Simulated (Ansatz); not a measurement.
Computed with Ansatz on PBE0-D4/def2-TZVP structures; ΔE is electronic, products minus reactants. CCSD(T)/CBS adds triple-zeta CCSD(T) − MP2 to the extrapolated MP2 energy (def2 sets, frozen cores). Functionals use def2-TZVPP. B3LYP here is the variant with VWN-RPA as its local correlation; programs differ in this. HSE06 is defined as in plane-wave codes. Each species was taken in one conformer, which may not be the lowest.

`[NH2][Al]([F])[SiH3]` + `N=C(N)S` → `[F][Al]([SiH3])[SH]` + `N=C(N)N`  (formal exchange of groups at the Al–N bond)

`[NH2][Al]([F])[SiH3]`:

Z-matrix (Å, degrees):
```
Si
Al 1 2.437
H 1 1.489 2 111.3
H 1 1.490 2 110.9 3 120.0
H 1 1.490 2 111.2 3 -120.0
F 2 1.654 1 119.8 3 58.6
N 2 1.759 1 123.1 3 -121.5
H 7 1.007 2 124.2 1 0.1
H 7 1.008 2 125.3 1 -179.9
```

`N=C(N)S`:

Cartesian coordinates in Å:
```
N -1.029 -0.209 1.195
C -0.197 0.043 0.276
N 0.254 -0.931 -0.577
S 0.478 1.670 -0.023
H -1.360 0.631 1.655
H -0.039 -1.858 -0.306
H 1.211 -0.862 -0.879
H 0.684 1.517 -1.342
```

`[F][Al]([SiH3])[SH]`:

Z-matrix (Å, degrees):
```
Si
Al 1 2.437
H 1 1.489 2 110.5
H 1 1.489 2 110.5 3 119.7
H 1 1.488 2 110.5 3 -120.2
S 2 2.177 1 123.2 3 120.9
F 2 1.652 1 120.2 3 -59.1
H 6 1.346 2 92.5 1 179.9
```

`N=C(N)N`:

Cartesian coordinates in Å:
```
N -0.684 1.064 0.862
C -0.139 0.138 0.177
N -0.426 -1.187 0.446
N 0.770 0.280 -0.861
H -0.475 1.981 0.482
H -0.962 -1.285 1.294
H 0.365 -1.811 0.404
H 0.682 -0.400 -1.600
H 0.870 1.220 -1.205
```

Is it downhill or uphill in electronic energy at CCSD(T)/CBS, and by how much? (Best estimate.)

The calculation gave: Downhill: ΔE = -0.35 eV.

What do these levels give: B97M-V, PBE0-D4, B3LYP-D4, HSE06-D4, ωB97M-V, B2PLYP, BLYP, CCSD(T)/def2-SVP, SCS-MP2/def2-TZVPP, SCS-MP2/def2-QZVPP, HF/CBS(def2), MP2/CBS(def2)? (Best estimate.)

Computed: B97M-V -0.40, PBE0-D4 -0.45, B3LYP-D4 -0.35, HSE06-D4 -0.45, ωB97M-V -0.40, B2PLYP -0.35, BLYP -0.30, CCSD(T)/def2-SVP -0.48, SCS-MP2/def2-TZVPP -0.33, SCS-MP2/def2-QZVPP -0.32, HF/CBS(def2) -0.53, MP2/CBS(def2) -0.32 eV.

Largest T1 diagnostic among the species: 0.014.

At CCSD(T), def2-SVP lies −0.12 eV from the extrapolated value and def2-TZVPP −0.01 eV. From r2SCAN to r2SCAN0 (25 % exact exchange), in def2-TZVPP and without D4, ΔE moves by −0.06 eV.
